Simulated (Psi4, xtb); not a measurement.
Intermolecular potential of H6Si2 ··· H4N+ (SMILES [SiH3][SiH3] and [NH4+]) (charge +1). Monomers: optimised at B3LYP-D3(BJ) (def2-TZVP), held rigid. Orientation: a random orientation, not optimised. R is the distance of the centres of mass, along which the second monomer moves.

Geometry at R = 4.70 Å (first 8 atoms: monomer A):
```
13

Si     1.1709     0.0122    -0.0538
Si    -1.1709    -0.0123     0.0538
H      1.7219    -1.2748     0.4358
H      1.6195     0.2184    -1.4525
H      1.7129     1.1093     0.7843
H     -1.7219     1.2748    -0.4358
H     -1.7130    -1.1094    -0.7843
H     -1.6194    -0.2183     1.4525
N      1.1943     3.6911     2.6532
H      2.0292     4.1111     3.0744
H      1.3496     2.6873     2.5148
H      0.3913     3.8300     3.2749
H      1.0073     4.1358     1.7488
```

Computed with: PBE/def2-TZVP, counterpoise-corrected (Psi4); GFN1-xTB (xtb); B3LYP-D3(BJ)/def2-TZVP, counterpoise-corrected (Psi4); SAPT0/jun-cc-pVDZ, frozen core (Psi4).

Interaction energies in kcal/mol:

| R / Å | PBE/def2-TZVP | GFN1-xTB | B3LYP-D3(BJ)/def2-TZVP |
|---|---|---|---|
| 4.13 | -5.07 | -4.19 | -5.61 |
| 4.26 | -4.93 | -4.13 | -5.40 |
| 4.51 | -4.34 | -3.57 | -4.68 |
| 4.70 | -3.80 | -2.98 | -4.05 |
| 4.92 | -3.18 | -2.30 | -3.36 |
| 5.13 | -2.66 | -1.75 | -2.78 |
| 5.42 | -2.05 | -1.17 | -2.13 |
| 5.73 | -1.56 | -0.77 | -1.61 |
| 6.22 | -1.03 | -0.43 | -1.07 |
| 6.93 | -0.60 | -0.22 | -0.63 |
| 7.92 | -0.32 | -0.10 | -0.34 |
| 9.22 | -0.17 | -0.04 | -0.17 |

Q: Estimate the SAPT0/jun-cc-pVDZ values at these points.

A: 4.13: -3.22; 4.26: -3.33; 4.51: -3.15; 4.70: -2.85; 4.92: -2.46; 5.13: -2.10; 5.42: -1.66; 5.73: -1.29; 6.22: -0.88; 6.93: -0.52; 7.92: -0.28; 9.22: -0.14 (kcal/mol).
